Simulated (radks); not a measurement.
Question: Coherent X-ray form factor from a spherical all-electron density. Method: Dirac Kohn-Sham, PBE, spin-unpolarised, spherical densities, point nucleus; computed with a radial shooting solver on a logarithmic mesh with Libxc functionals.

| sin(theta)/lambda (1/angstrom) | f0 (electrons) |
|---|---|
| 0.05 | 14.823 |
| 0.1 | 14.318 |
| 0.15 | 13.559 |
| 0.2 | 12.646 |
| 0.25 | 11.680 |
| 0.3 | 10.743 |
| 0.4 | 9.152 |
| 0.5 | 8.002 |
| 0.6 | 7.175 |
| 0.8 | 5.927 |
| 1 | 4.814 |
| 1.25 | 3.601 |
| 1.5 | 2.706 |
| 2 | 1.747 |

The species is in the configuration that NIST lists as its ground one. Which atom or ion scatters so?

Answer: The potassium ion K4+, [Ne] 3s2 3p3. Extrapolating in s^2 from the first two rows gives f0(0) = 15.0, near the electron count 15; among species with that count, the fall with angle is slower the higher Z, and the table is that of Z = 19; from so few rows the species is fixed only to a neighbour or two.
